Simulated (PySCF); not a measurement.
Ge(H)(OH)(NH2)2 (GeH6N2O), SMILES [NH2][GeH]([NH2])[OH]. The structure is a stationary point at PBE-D3(BJ)/def2-SVP. This is a generated structure with no PubChem entry under its InChIKey; it may be hypothetical. The values are those of a single conformer.

The numbers are results of PBE-D3(BJ)/def2-SVP in PySCF, not measurements.

Harmonic wavenumbers (cm⁻¹): 151, 178, 202, 221, 255, 310, 508, 521, 658, 661, 685, 705, 719, 867, 888, 904, 1487, 1490, 2017, 3449, 3461, 3551, 3563, 3739. Rotational constants (GHz): 5.807, 4.994, 3.290; symmetry number 1.

Task: Work out the zero-point energy and the ideal-gas rigid-rotor harmonic-oscillator thermochemistry at 298.15 K and 1 atm.

Result: ZPE = ½ Σ hcν = ½ × 31189 cm⁻¹ = 186.55 kJ/mol. H − E(el) = 208.06 kJ/mol. Entropy in J/(mol K): translation 168.73, rotation 107.21, vibration 64.76, total 340.70. G − E(el) = 106.48 kJ/mol. Cp = 113.91 J/(mol K).
